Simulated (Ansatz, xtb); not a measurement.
Two structures of BF2OSi−

We compare I, a singlet given by its coordinates, with II, `F[B-]1(F)O[Si]1`, a singlet. Both are isolated ions in the gas phase, relaxed with B3LYP-D3(BJ)/def2-SVPD.

I (Å):

```xyz
5

B    -2.6220   -0.4377   -1.1142
F    -3.7092    0.1305   -0.5017
F    -0.6767    0.0892   -3.1654
O    -1.4273   -0.5407   -0.5420
Si   -1.2719   -1.2887   -2.2943
```

Close contacts (Å): B1–F2 1.37, B1–O4 1.33, B1–Si5 1.98, F3–Si5 1.74, O4–Si5 1.91.

II (Å):

```xyz
5

B    -2.1803   -0.5419   -1.4032
F    -3.4433    0.0818   -1.2997
F    -2.3405   -1.9439   -1.3430
O    -1.3365   -0.0597   -2.4716
Si   -0.4185    0.4102   -1.0780
```

Problem. Which of the two would you expect CCSD(T)/def2-SVPD + ΔMP2/def2-TZVPPD electronic energies to favour?

Solution. Structure I; the calculation gives E(II) − E(I) = +0.365 eV.

How the difference moves with the method:

```csv
level,geometry,E(II) − E(I) (eV),departure from the last row (eV),"job, with rough time for the two"
B3LYP-D3(BJ)/def2-SVPD,B3LYP-D3(BJ)/def2-SVPD,+0.445,+0.079,"optimisation, 17 s"
HF/def2-SVPD,B3LYP-D3(BJ)/def2-SVPD,+0.459,+0.093,part of the CCSD(T) run
MP2/def2-SVPD,B3LYP-D3(BJ)/def2-SVPD,+0.438,+0.073,part of the CCSD(T) run
CCSD(T)/def2-SVPD,B3LYP-D3(BJ)/def2-SVPD,+0.371,+0.005,single point
CCSD(T)/def2-SVPD + ΔMP2/def2-TZVPPD,B3LYP-D3(BJ)/def2-SVPD,+0.365,,"single point, 24 s"
```

None of the levels shown reverses the order. The largest departure from CCSD(T)/def2-SVPD + ΔMP2/def2-TZVPPD is that of HF/def2-SVPD, 0.093 eV. Levels run at GFN2-xTB geometries aren't shown. The last row adds to CCSD(T) the change of the MP2 difference between the two basis sets, here −0.005 eV.

With harmonic frequencies from B3LYP-D3(BJ)/def2-SVPD (ideal gas, rigid rotor, one conformer each, 298.15 K, 1 atm): on the last row, ΔE + ΔZPE = +0.379, ΔH = +0.366, ΔG = +0.396 eV.

The T1 diagnostic of structure II is large, so the coupled-cluster value is less sure. The correlated steps freeze 9 core orbitals. Mirror images aren't counted in ΔG. Run with Ansatz 0.2.0; the last row on 2 threads of Arm Neoverse V2 on a shared host.
